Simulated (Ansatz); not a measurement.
Basis-set extrapolation for C$_{2}$H$_{10}$BNSi (`CB[SiH](C)N`) (PBE0-D4/def2-TZVP geometry, frozen core, Ansatz 0.2.0). Multiplicity 1, RHF reference.

|  | def2-TZVPP | def2-QZVPP |
| --- | --- | --- |
| HF | -449.720612 | -449.737684 |
| MP2 correlation | -0.795393 | -0.848858 |
| CCSD(T) correlation | -0.890309 | not run |

Energies in hartree. Use E(X) = E(∞) + A·exp(−7.88·√X) for Hartree–Fock and E(X) = E(∞) + B·X^(−2.97) for correlation, with X = 3 and 4, and add CCSD(T) minus MP2 of the smaller set to the MP2 limit.

Q: What is the CCSD(T) energy at the basis-set limit?

A: HF limit: -449.737684 + (-0.017072) × 0.13774 = -449.74004. MP2 limit: -0.848858 + (-0.053465) × 0.74074 = -0.88846. Higher-order term: -0.890309 − (-0.795393) = -0.09492. Total: -450.72342 hartree, 3.06 eV below CCSD(T)/def2-TZVPP.
